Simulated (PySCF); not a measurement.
Method: B3LYP-D3(BJ)/def2-TZVP (PySCF). Gas-phase values, no solvent. B3LYP has the VWN-RPA correlation part, as in Gaussian. 

Reference species (SMILES): `[BH]C` (neutral, multiplicity 2).

```yaml
dipole_moment: 1.20 D
```

Changed species: `C[B]C` (radical fragment; the reference has radical fragment).

Predict the effect on the dipole moment.

the dipole moment falls by 0.15 D, to 1.05 D.
